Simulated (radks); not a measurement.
Initial-state core-level shifts of neutral thallium when its valence configuration changes from [Hg] 6p1. Calculated with a radial shooting solver on a logarithmic mesh with Libxc functionals: scalar-relativistic Kohn-Sham, PBE, spin-polarised, spherical densities, point nucleus; open shells are filled with parallel spins first (spin-orbit coupling, left out, can overturn this in heavy ions). Shifts are changes of the shell-averaged eigenvalues in eV (positive: less bound).

valence                         3p       3d       5s       5p
[Xe] 4f14 5d9 6s2 6p2       -5.652   -5.670   -5.316   -5.052
[Xe] 4f14 5d10 6p3          -3.416   -3.409   -3.453   -3.453
[Xe] 4f14 5d10 6s1 6p2      -1.642   -1.639   -1.667   -1.668
[Xe] 4f12 5d10 6s2 6p3     -46.447  -46.177  -19.706  -16.713
[Xe] 4f14 5d9 6s1 6p3       -7.066   -7.082   -6.741   -6.463
[Xe] 4f13 5d10 6s2 6p2     -22.762  -22.622   -9.798   -8.314
[Xe] 4f14 5d9 6p4           -9.121   -9.135   -8.784   -8.499
[Xe] 4f14 5d9.5 6s2 6p1.5   -2.834   -2.842   -2.680   -2.554
[Xe] 4f13 5d9 6p5          -32.161  -32.042  -18.679  -16.857
